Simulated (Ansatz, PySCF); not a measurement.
Ways to break one bond of CO (CH4O):

A. CO (CH4O) [methanol] -> [CH2]O + H atom
B. CO (CH4O) [methanol] -> [CH3] (CH3) + [OH] (HO)
C. CO (CH4O) [methanol] → C[O] + H atom

Quantity: bond dissociation energy (enthalpy at 298 K, with B3LYP-D3(BJ) rigid-rotor harmonic-oscillator terms from PySCF), kJ/mol. Each molecule is optimised on its own at B3LYP-D3(BJ)/def2-TZVP (Ansatz, a program for electronic structure), one conformer each, not searched for the lowest. Correlated levels leave the core frozen unless marked. UHF or UKS for open shells. Spin-orbit coupling is left out. No relativistic terms. CBS(X,Y): correlation extrapolated as X^-3; Hartree-Fock from the larger set. [CCSD(T)-MP2]/basis is that difference in the basis named.

|  | MP2/6-31G (Ansatz) | MP2/6-31G* (Ansatz) | CCSD/6-31G (Ansatz) | RI-MP2/CBS(aug-cc-pVTZ,aug-cc-pVQZ)+[CCSD(T)-MP2]/aug-cc-pVTZ (Ansatz) |
|---|---|---|---|---|
| A | 356.8 | 368.5 | 360.3 | 404.6 |
| B | 311.2 | 384.1 | 290.0 | 386.4 |
| C | 365.0 | 391.9 | 353.0 | 441.8 |
